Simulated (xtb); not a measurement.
C3F5, doublet, geometry from GFN2-xTB. Base run: GFN2-xTB in xtb.

Geometry (Å):
```xyz
8

F      2.0882    -0.8431     1.4871
C      1.3497    -0.2114     0.6061
F      2.1082     0.6365    -0.0818
C      0.0735    -0.3919     0.4385
C     -1.0828     0.0405    -0.3495
F     -1.2849     1.3652    -0.2499
F     -2.2127    -0.5544     0.0369
F     -0.9257    -0.2290    -1.6556
```
Charge 0, spin multiplicity 2.
All else is at xtb's defaults.
Base energy -29.95034 Eh.

The base run was repeated with changes; each row names its change, and settings that it needs were set with it.

| change | ΔE vs base (kJ/mol) | dipole (D) | G_solv (kcal/mol) | SCF cycles |
|---|---|---|---|---|
| base | 0.00 | 1.23 | - | 10 |
| acc = 0.1 | 0.00 | 1.23 | - | 12 |
| alpb = ch2cl2 | -5.39 | 1.33 | -1.35 | 10 |
| gbsa = acetonitrile | -6.60 | 1.36 | -1.65 | 10 |
| etemp = 1000 | -0.03 | 1.24 | - | 10 |
| etemp = 10000 | -111.8 | 0.72 | - | 11 |
| alpb = water | 6.15 | 1.39 | 1.19 | 10 |
| acc = 30 | 0.00 | 1.23 | - | 8 |
| gbsa = methanol | -1.16 | 1.36 | -0.36 | 10 |

ALPB and GBSA are two models with their own fitted parameters for each solvent, which aren't always the measured dielectric constant.
